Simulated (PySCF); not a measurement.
Structure problem from calculated spectra and properties.

Formula: C4H6N2S2Si.

| Quantity | Value |
| --- | --- |
| Rotational structure | rotational constants A, B, C: 1.152, 0.470, 0.374 GHz [PBE0-D3(BJ)/def2-SVP] |
| NMR, other nuclei | isotropic shieldings of nuclei other than C and H, by class: 139 (2 N), 387 (1 Si), 721 (2 S) ppm [GIAO PBE0/pcSseg-1] |
| 13C NMR | chemical shifts (computed TMS as zero) by class: 149.4 (2 C), 1.7 (2 C) ppm [GIAO PBE0/pcSseg-1] |
| UV, strongest line | among the 10 lowest singlet transitions: S7 at 6.20 eV (200 nm, f = 0.272) [TDDFT PBE0/def2-SVPD] |
| Triplet | lowest triplet excitation (Tamm–Dancoff): 4.37 eV [TDA PBE0/def2-SVPD] |
| Dipole | 3.69 D [PBE0/def2-SVPD] |
| Polarisability | 138.8 au [PBE0/def2-SVPD] |
| 1H NMR | chemical shifts (computed TMS as zero) by class: 0.33 (6 H) ppm [GIAO PBE0/pcSseg-1] |

Electronic properties: PySCF, gas phase, density fitting. Levels stand in brackets. Isolated species at its PBE0-D3(BJ)/def2-SVP geometry, gas phase. NMR classes are plain means over equivalent atoms (diastereotopic ones count apart unless rotation or inversion swaps them), as if these changed places fast.

Task: Give a SMILES that accounts for the data.

Result: 4 carbons fall into 2 classes; from least to most shielded: carbon bonded to N and S (149.4 ppm, 2 C), carbon bonded to Si and 3 H (1.7 ppm, 2 C). All hydrogens form one class (0.33 ppm): hydrogen on carbon. The other shieldings belong to: 139 ppm, nitrogen bonded to C and Si; 387 ppm, silicon bonded to 2 C and 2 N; 721 ppm, sulfur bonded to C. The optimised geometry has point group C2v and is an asymmetric top. Structure: `C[Si](C)(N=C=S)N=C=S` (Si(NCS)2Me2). The assignments are read from this structure; whether some other isomer fits the data as well wasn't checked.
